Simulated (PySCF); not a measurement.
PySCF input file for diethyl sulfide (C4H10S), SMILES CCSCC, PBE0-D3(BJ)/def2-SVP. The structure is a stationary point at PBE0-D3(BJ)/def2-SVP. Other conformers were not sampled.

```python
import numpy as np
from pyscf import gto, scf, dft
from pyscf.hessian import thermo

mol = gto.M(
    atom='''
    C     2.54491419   -0.07513471   -0.26303367
    C     1.10306103    0.28889840   -0.56519877
    S     0.04911445   -0.16023448    0.84433655
    C    -1.56078396    0.44530525    0.26816244
    C    -2.18666731   -0.36845461   -0.84970723
    H     2.90817914    0.45282244    0.63175154
    H     3.19701945    0.19449411   -1.10762573
    H     2.65121181   -1.15590691   -0.08346384
    H     1.00431411    1.37201049   -0.74901086
    H     0.75744080   -0.23657797   -1.46984097
    H    -1.45561423    1.50594326   -0.01604339
    H    -2.19669207    0.42414303    1.16721344
    H    -2.29825546   -1.42124162   -0.55101002
    H    -1.57423999   -0.34207709   -1.76377081
    H    -3.18233828    0.02645619   -1.10892096
    ''',
    basis='def2-SVP',
    charge=0,
    spin=0,
    max_memory=1600,
    verbose=3,
)
mf = dft.RKS(mol, xc='pbe0').density_fit(auxbasis='def2-universal-jkfit')
mf.disp = 'd3bj'
mf.grids.level = 3
mf.conv_tol = 1e-11
mf.max_cycle = 100
mf.kernel()

# [left out here: the lines that compute and print the analytic Hessian (its translational invariance restored by hand, since the grid's response is missing), thermochemistry and intensities]
```

Program output:

```
converged SCF energy = -556.072903067799

WARN: DFTD3 does not support analytical Hessian, using finite difference


WARN: Mole.unit (angstrom) is changed to Bohr

Mode                                 0                   1                   2
Irrep
Freq [cm^-1]                       51.4863             90.3231            171.4507
Reduced mass [au]                   1.9342              2.2301              1.8918
Force const [Dyne/A]                0.0030              0.0107              0.0328
Char temp [K]                      74.0773            129.9548            246.6793
Normal mode                   x     y     z       x     y     z       x     y     z
       0   C                -0.02 -0.11 -0.04   -0.04 -0.04 -0.06    0.02 -0.05  0.09
       1   C                 0.02  0.13  0.06   -0.05 -0.03 -0.01    0.05  0.02 -0.04
       2   S                -0.00  0.03  0.01    0.00  0.05  0.05    0.02  0.04 -0.06
       3   C                -0.01 -0.02 -0.02   -0.03 -0.05  0.05   -0.05 -0.04  0.04
       4   C                 0.01 -0.07  0.00    0.11  0.03 -0.08   -0.07 -0.00  0.03
       5   H                 0.07 -0.32  0.05    0.02  0.00 -0.11   -0.04 -0.04  0.11
       6   H                -0.00 -0.02 -0.00   -0.08 -0.10 -0.11    0.11 -0.10  0.14
       7   H                -0.15 -0.15 -0.25   -0.05 -0.03 -0.00   -0.06 -0.05  0.13
       8   H                 0.16  0.17  0.23   -0.04 -0.04 -0.07    0.11  0.02 -0.06
       9   H                -0.07  0.32 -0.02   -0.09 -0.08  0.03    0.09  0.01 -0.05
      10   H                -0.03 -0.02 -0.06   -0.14 -0.00  0.18   -0.17 -0.01  0.13
      11   H                -0.02  0.01 -0.03   -0.06 -0.24  0.02    0.02 -0.18  0.09
      12   H                 0.01 -0.06  0.05    0.26 -0.04 -0.24    0.19 -0.07 -0.11
      13   H                 0.03 -0.11  0.01    0.11  0.26 -0.07   -0.22  0.26 -0.07
      14   H                 0.02 -0.09 -0.04    0.05 -0.08 -0.04   -0.19 -0.16  0.25
[...]
Irrep
Freq [cm^-1]                     1472.2839           1476.1807           3054.1013
Reduced mass [au]                   1.0461              1.0491              1.0413
Force const [Dyne/A]                1.3360              1.3469              5.7225
Char temp [K]                    2118.2887           2123.8954           4394.1718
Normal mode                   x     y     z       x     y     z       x     y     z
       0   C                 0.00 -0.01  0.01    0.01  0.02 -0.04    0.00  0.00 -0.00
       1   C                -0.02  0.01 -0.02    0.01  0.01 -0.03    0.01 -0.01  0.02
       2   S                 0.00  0.00 -0.00   -0.00 -0.00  0.00    0.00 -0.00  0.00
       3   C                -0.02  0.02 -0.01   -0.00  0.00 -0.00    0.00 -0.01 -0.00
       4   C                -0.03  0.03 -0.00   -0.00  0.01 -0.00   -0.03 -0.02 -0.03
       5   H                -0.00  0.13 -0.07    0.02 -0.54  0.29   -0.01 -0.02 -0.03
       6   H                 0.06 -0.01  0.04   -0.26  0.13 -0.19   -0.03 -0.01  0.04
       7   H                -0.05 -0.03 -0.13    0.12  0.13  0.59   -0.00  0.03 -0.01
       8   H                 0.09  0.04  0.18    0.01  0.04  0.13   -0.02  0.30 -0.04
       9   H                 0.04 -0.18  0.08   -0.02 -0.12  0.06   -0.08 -0.13 -0.20
      10   H                 0.07  0.01  0.01    0.02  0.00 -0.01    0.01  0.14 -0.04
      11   H                 0.03 -0.05  0.03    0.01 -0.03  0.01   -0.05 -0.00  0.07
      12   H                 0.27 -0.13 -0.44    0.03 -0.02 -0.08    0.04  0.43 -0.13
      13   H                 0.23 -0.56  0.15    0.06 -0.09  0.04   -0.27 -0.02  0.39
      14   H                -0.07  0.12  0.34   -0.02  0.01  0.08    0.53 -0.22  0.13
Mode                                30                  31                  32
Irrep
Freq [cm^-1]                     3057.5691           3059.0617           3065.6991
Reduced mass [au]                   1.0475              1.0452              1.0637
Force const [Dyne/A]                5.7695              5.7629              5.8902
Char temp [K]                    4399.1611           4401.3086           4410.8584
Normal mode                   x     y     z       x     y     z       x     y     z
       0   C                -0.03  0.00 -0.00   -0.04  0.01 -0.01    0.00  0.00 -0.00
       1   C                -0.02  0.03 -0.03    0.01 -0.02  0.03    0.00 -0.00  0.01
       2   S                 0.00  0.00 -0.00   -0.00  0.00 -0.00   -0.00  0.00 -0.00
       3   C                -0.00  0.01  0.00    0.00 -0.00 -0.00   -0.02  0.06  0.02
       4   C                -0.01 -0.01 -0.01    0.01  0.00  0.01    0.00 -0.01 -0.00
       5   H                 0.10  0.15  0.26    0.15  0.23  0.38   -0.00 -0.00 -0.01
       6   H                 0.21  0.09 -0.28    0.25  0.11 -0.34   -0.01 -0.00  0.01
       7   H                 0.02 -0.30  0.05    0.04 -0.47  0.08    0.00  0.01 -0.00
       8   H                 0.05 -0.54  0.07   -0.04  0.41 -0.06   -0.01  0.10 -0.01
       9   H                 0.13  0.22  0.34   -0.10 -0.16 -0.26   -0.04 -0.07 -0.11
      10   H                -0.01 -0.07  0.02    0.00  0.04 -0.01   -0.09 -0.76  0.21
      11   H                 0.02  0.00 -0.03   -0.02 -0.00  0.02    0.29  0.02 -0.42
      12   H                 0.02  0.20 -0.06   -0.01 -0.10  0.03    0.01  0.09 -0.03
      13   H                -0.11 -0.01  0.16    0.06  0.00 -0.08   -0.04 -0.00  0.06
      14   H                 0.22 -0.09  0.05   -0.11  0.05 -0.03    0.02 -0.01  0.01
Mode                                33                  34                  35
Irrep
Freq [cm^-1]                     3117.6158           3127.9610           3146.4482
Reduced mass [au]                   1.1082              1.1043              1.1026
Force const [Dyne/A]                6.3463              6.3660              6.4314
Char temp [K]                    4485.5550           4500.4394           4527.0384
Normal mode                   x     y     z       x     y     z       x     y     z
       0   C                -0.00 -0.02 -0.01    0.00  0.00  0.00    0.00  0.00  0.00
       1   C                 0.01  0.08  0.04   -0.00 -0.00 -0.00   -0.00 -0.00 -0.00
       2   S                -0.00 -0.00 -0.00    0.00  0.00 -0.00   -0.00  0.00 -0.00
       3   C                 0.00 -0.00 -0.00    0.04  0.04 -0.06    0.01  0.00 -0.01
       4   C                 0.00  0.00 -0.00   -0.02 -0.01  0.02    0.07 -0.04 -0.02
       5   H                 0.05  0.08  0.14   -0.00 -0.00 -0.01   -0.00 -0.01 -0.01
       6   H                -0.01 -0.01  0.01   -0.00 -0.00  0.00    0.00  0.00 -0.00
       7   H                -0.01  0.15 -0.03    0.00 -0.01  0.00    0.00 -0.01  0.00
       8   H                 0.06 -0.56  0.09   -0.01  0.03 -0.00   -0.00  0.01 -0.00
       9   H                -0.23 -0.35 -0.59    0.01  0.01  0.02    0.00  0.01  0.01
      10   H                 0.00  0.01 -0.00   -0.05 -0.47  0.12   -0.00 -0.04  0.01
      11   H                -0.04 -0.00  0.05   -0.44 -0.02  0.62   -0.11 -0.00  0.15
      12   H                -0.00 -0.02  0.01    0.01  0.14 -0.04    0.04  0.29 -0.09
      13   H                -0.00  0.00  0.01    0.14  0.01 -0.21   -0.30 -0.02  0.46
      14   H                -0.02  0.01 -0.01    0.09 -0.04  0.03   -0.62  0.25 -0.16
Mode                                36                  37                  38
Irrep
Freq [cm^-1]                     3156.6363           3159.1322           3164.2129
Reduced mass [au]                   1.1043              1.1050              1.1050
Force const [Dyne/A]                6.4832              6.4977              6.5183
Char temp [K]                    4541.6968           4545.2878           4552.5979
Normal mode                   x     y     z       x     y     z       x     y     z
       0   C                -0.03 -0.05  0.07    0.00  0.07  0.06   -0.00 -0.00 -0.00
       1   C                 0.00 -0.01  0.00    0.00  0.02  0.01   -0.00 -0.00 -0.00
       2   S                 0.00  0.00 -0.00    0.00  0.00 -0.00    0.00 -0.00 -0.00
       3   C                 0.00  0.00 -0.00    0.00  0.00 -0.00    0.01  0.01 -0.02
       4   C                -0.00 -0.00  0.00    0.00  0.01 -0.00    0.02  0.06 -0.05
       5   H                -0.06 -0.10 -0.13   -0.24 -0.35 -0.60    0.02  0.02  0.04
       6   H                 0.44  0.18 -0.57    0.13  0.07 -0.17   -0.01 -0.00  0.01
       7   H                -0.05  0.55 -0.08    0.05 -0.49  0.09   -0.00  0.03 -0.01
       8   H                -0.01  0.07 -0.01    0.01 -0.13  0.02   -0.00  0.02 -0.00
       9   H                 0.00  0.00  0.00   -0.06 -0.08 -0.14    0.01  0.02  0.03
      10   H                -0.00 -0.00  0.00    0.00 -0.00  0.00   -0.02 -0.15  0.04
      11   H                -0.00  0.00  0.00   -0.01 -0.00  0.01   -0.11 -0.00  0.15
      12   H                 0.00  0.00 -0.00   -0.01 -0.06  0.02   -0.07 -0.70  0.20
      13   H                 0.00 -0.00 -0.00   -0.02  0.00  0.03   -0.30 -0.01  0.43
      14   H                -0.00  0.00 -0.00    0.02 -0.01  0.00    0.14 -0.05  0.03
temperature 298.1500 [K]
pressure 101325.00 [Pa]
Rotational constants [GHz] 8.26653 2.05545 1.81148
Symmetry number 1
Zero-point energy (ZPE) 0.13322 [Eh]   349774.157 [J/mol]
                           tot       elec      trans        rot        vib
Entropy [J/mol/K]       353.659      0.000    164.892    111.916     76.852
Cv [J/mol/K]            104.054      0.000     12.472     12.472     79.110
Cp [J/mol/K]            112.368      0.000     20.786     12.472     79.110
Internal energy [J/mol]                      3718.434   3718.434 361758.124
Internal energy [Eh]   -555.93228  -556.07290
Enthalpy [J/mol]                             6197.391   3718.434 361758.124
Enthalpy [Eh]          -555.93134
Gibbs free energy [J/mol]                  -42965.017 -29649.306 338844.742
Gibbs free energy [Eh] -555.97150
static polarisability / bohr^3: [[78.098 -0.869 -1.083]
 [-0.867 50.605 -1.083]
 [-1.091 -1.079 55.836]]
largest difference of analytic and finite-field dipole derivatives / e: 0.0005533695988708398
mode   freq/cm-1   IR/(km/mol)   Raman/(A^4/amu)   depolarisation
   1       51.49         0.022             0.216            0.749
   2       90.32         1.340             0.468            0.686
   3      171.45         0.301             0.717            0.568
   4      250.48         0.055             0.046            0.631
   5      267.53         0.387             0.041            0.728
   6      304.47         1.221             2.111            0.294
   7      387.70         1.211             2.252            0.487
   8      677.80         1.397            13.768            0.159
   9      718.15         0.599             5.560            0.749
  10      764.34         4.584             1.165            0.122
  11      790.36         4.749             0.080            0.737
  12      992.24         6.152             3.987            0.749
  13     1004.51         4.590             5.858            0.750
  14     1028.66         0.904             6.301            0.750
  15     1041.99         0.119             3.034            0.668
  16     1079.54         0.215             4.137            0.201
  17     1103.49         5.300             3.972            0.601
  18     1250.40         1.243             6.585            0.750
  19     1262.76         5.599             2.691            0.748
  20     1280.63        25.055             2.927            0.639
  21     1295.93         7.780             1.337            0.735
  22     1389.02         5.237             4.331            0.739
  23     1391.72         6.601             3.822            0.749
  24     1439.76         6.294            14.568            0.750
  25     1460.55         8.308            11.262            0.746
  26     1461.26         7.022            25.881            0.748
  27     1464.21         5.673             4.606            0.734
  28     1472.28         4.547            20.089            0.741
  29     1476.18         4.473             6.932            0.729
  30     3054.10        14.479            64.505            0.223
  31     3057.57        38.171            35.809            0.127
  32     3059.06        14.870           307.843            0.003
  33     3065.70        18.402           114.771            0.085
  34     3117.62         7.973            86.477            0.717
  35     3127.96         2.324           109.543            0.703
  36     3146.45        19.035            91.543            0.658
  37     3156.64        12.803            95.440            0.695
  38     3159.13        16.126            46.088            0.738
  39     3164.21        14.726            31.570            0.745
max |gradient| / (hartree/bohr): 3.8279896010956976e-05
APT charges: [ 0.0262  0.1396 -0.1716  0.1587 -0.0128  0.0096 -0.0111  0.0099 -0.0488
 -0.0407 -0.0437 -0.0101  0.0113  0.0023 -0.0189]
```

Self-consistency was reached.
